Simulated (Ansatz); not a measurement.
A structure relaxed at PBE0-D4/def2-SVP in Ansatz, charge 0, singlet:

Cartesian coordinates in Å:
```
W -0.1065 1.7233 -0.9517
W 0.9353 -2.5071 0.3170
Si -1.2216 1.1951 0.9102
Si 0.3929 -0.4114 -0.2755
```

Question: Give its formula and point group.

Answer: the cluster Si₂W₂. Point group Cs (tolerance 0.1 Å).

Question: Summarise the bond lengths by kind (pairs closer than 1.2 times the sum of covalent radii, bridged metal pairs left out).

Answer: 3 × Si–W 2.23 to 2.29 Å; 1 × Si–Si 2.57 Å.

In the def2 sets W takes a core potential; there is no spin–orbit coupling. The restricted singlet is unstable towards broken spin symmetry at other levels; at PBE0-D4/def2-SVP this wasn't settled. Another isomer (singlet) lies 6.58 eV lower at PBE0-D4/def2-TZVP; other spin states weren't run for this one.
